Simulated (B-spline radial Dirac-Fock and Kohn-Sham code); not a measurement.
**Nb²⁷⁺: scattering cross sections and density moments**

System: the Nb²⁷⁺ ion, [Ne] 3s2 3p2.

Input of the calculation (task.json; shells as n, l, electrons):

```json
{"items": [{
  "Z": 41,
  "q": 27,
  "cfg": [[1, 0, 2], [2, 0, 2], [2, 1, 6], [3, 0, 2], [3, 1, 2]],
  "A": 93,
  "rrms": 4.324,
  "do": ["scatter"],
  "s": [0.0, 0.05, 0.1, 0.15, 0.2, 0.25, 0.3, 0.35, 0.4, 0.45, 0.5, 0.6, 0.7, 0.8, 0.9, 1.0, 1.1, 1.2, 1.4, 1.6, 1.8, 2.0, 2.5, 3.0, 3.5, 4.0, 5.0, 6.0],
  "pz": [0, 0.1, 0.14, 0.21, 0.29, 0.42, 0.6, 0.86, 1.2, 1.8, 2.5, 3.6, 5.2, 7.4, 11.0, 15.0, 22.0, 31.0, 45.0, 64.0, 92.0],
  "hv_scatter": [1000, 2000, 8047.8, 10000, 20000, 100000, 200000, 500000]
}]}
```

Launch: `python xray_run.py task.json out`

Level of theory: Dirac-Fock orbitals of the configuration average with a finite nucleus; an atomic code on a B-spline grid.

| Quantity | Value |
| --- | --- |
| Sum of ⟨r⟩ | 2.716 bohr |
| Sum of ⟨r²⟩ | 0.8561 bohr² |
| Sum of ⟨1/r⟩ | 176.03 per bohr |
| Langevin diamagnetic susceptibility | -0.678 × 10⁻⁶ cm³/mol |
| Lamb shielding (α²/3)Σ⟨1/r⟩ | 3125 ppm |

Coherent scattering is the Thomson cross section weighted by f₀², without anomalous dispersion; incoherent scattering is Klein-Nishina weighted by S. The Lamb formula is the non-relativistic shielding expression. Electron correlation is left out. A dash stands where the photon energy is too low for the impulse approximation behind that column.

| hν (keV) | coherent (b) | incoherent (b) | incoherent per electron (b) |
| --- | --- | --- | --- |
| 1 | 130.0 | – | – |
| 2 | 128.9 | – | – |
| 8.0478 | 109.8 | 0.9230 | 0.0659 |
| 10 | 101.3 | 1.279 | 0.0914 |
| 20 | 64.04 | 2.770 | 0.198 |
| 100 | 7.513 | 5.508 | 0.393 |
| 200 | 2.257 | 5.185 | 0.370 |
| 500 | 0.3985 | 3.943 | 0.282 |

Incoherent scattering overtakes coherent scattering between 100 and 200 keV.
